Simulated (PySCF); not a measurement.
**TDDFT excited states: CH9FSSi3**

Compound: CH₉FSSi₃.
SMILES: `C[SiH2]S[Si@H](F)[SiH3]`

Computed with TDDFT CAM-B3LYP/def2-SVPD, vertical, gas phase, core orbitals frozen in the response (PySCF). Geometry: GFN2-xTB, one conformer, isolated molecule. Torsions of this conformer, `[CH3:1][SiH2:2][S:3][Si@H:4]([F:5])[SiH3:6]`: C1–Si2–S3–Si4 -74°, Si2–S3–Si4–F5 39°.

```
state  E (eV)  ν̃ (cm⁻¹)       f  main configurations (H = HOMO, L = LUMO)
   S1    5.56      44870   0.013                                 H→L (93%)
   S2    5.95      47950   0.043                               H→L+1 (93%)
   S3    6.50      52460   0.017                  H→L+3 (53%), H→L+2 (19%)
   S4    6.73      54300  0.0097                               H-1→L (82%)
   S5    6.96      56160   0.041   H→L+2 (52%), H→L+3 (16%), H-1→L+1 (10%)
   S6    7.16      57740   0.039   H→L+5 (34%), H→L+4 (26%), H-1→L+1 (24%)
   S7    7.20      58110   0.069                H-1→L+1 (41%), H→L+4 (30%)
   S8    7.39      59560   0.014   H→L+5 (42%), H-1→L+1 (12%), H→L+4 (10%)
```

Triplets, Tamm–Dancoff:

```csv
state,E (eV),λ (nm),"main configurations (H = HOMO, L = LUMO)"
T1,5.19,238.7,H→L (82%)
T2,5.50,225.3,H→L+1 (78%)
T3,6.07,204.1,"H-1→L (34%), H→L+3 (25%), H→L+2 (11%)"
```

The lowest singlet lies at 5.56 eV (223 nm, ultraviolet) and is weak; its leading configuration is HOMO→LUMO (93%). The strongest level in the table is S7 at 7.20 eV (172 nm, f = 0.069). Löwdin shares by element: HOMO sulfur 65%, silicon 22%; LUMO silicon 53% or more, sulfur 12%, hydrogen 10% or more (atoms not listed hold the other 25%). The listed states span 1.82 eV, and the widest gap between neighbours is 0.56 eV (S2 to S3). Of the 8 states listed, 7 reach f = 0.01 and none stays under 0.0005. Weighted by f, the mean energy of these states is 6.79 eV. The window holds the lowest 8 singlets.

Time: 58 s of wall time; peak memory 0.98 GiB. Hardware: Intel Xeon at 2.70 GHz, one thread, on a shared host.
